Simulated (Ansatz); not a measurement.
Calculated with Ansatz (gas phase, PBE0-D4/def2-TZVP geometries, no zero-point term in ΔE). CCSD(T)/CBS is the MP2 limit (def2-TZVPP, def2-QZVPP) plus CCSD(T) − MP2 in def2-TZVPP, frozen cores. This one scheme is used for every species. Functionals use def2-TZVPP. HSE06 is defined as in plane-wave codes. Each species was taken in one conformer, which may not be the lowest.

`O/C=N/[SiH3]` + `C=C(N)S` → `C=C(N)S[SiH3]` + `N=CO`  (ligand exchange at the Si–N bond)

| level | ΔE (kJ/mol) |
| --- | --- |
| BLYP-D4 | -12.2 |
| r2SCAN0 | -13.0 |
| HSE06 | -15.3 |
| CCSD/CBS(def2) | -13.2 |

(1) What does CCSD(T)/CBS give? (An estimate is asked.)

(2) What do rigid-rotor, harmonic-oscillator terms from PBE0-D4/def2-TZVP frequencies (298.15 K, 1 bar) make of the CCSD(T)/CBS value? (An estimate is asked.)

Largest T1 diagnostic among the species: 0.014.

Results:

(1) Computed: -15.3 kJ/mol. The listed levels differ from it by 3.1, 2.3, 0.0, 2.1 kJ/mol.

(2) Ansatz gave: ΔZPE = +7.3 kJ/mol, ΔH = -8.4 kJ/mol, ΔS = -4 J/(mol·K), ΔG = -7.1 kJ/mol.

The D4 term adds −6.3 kJ/mol with B3LYP and −3.5 kJ/mol with PBE0; it sums over pairs of atoms, weighted by their polarisabilities, and B3LYP, whose exchange is more repulsive, gets the larger term. In def2-TZVPP, CCSD(T) changes the Hartree–Fock value by −13.5 kJ/mol (the triples alone add −2.1 kJ/mol) and MP2 by −13.8 kJ/mol. Leaving LDA and LC-ωPBE aside and taking each functional with its dispersion term where it has one, the values, not all of them listed here, spread over 14.2 kJ/mol, from revPBE-D4 to CAM-B3LYP-D4.

B3LYP here is the variant with VWN-RPA as its local correlation; programs differ in this.
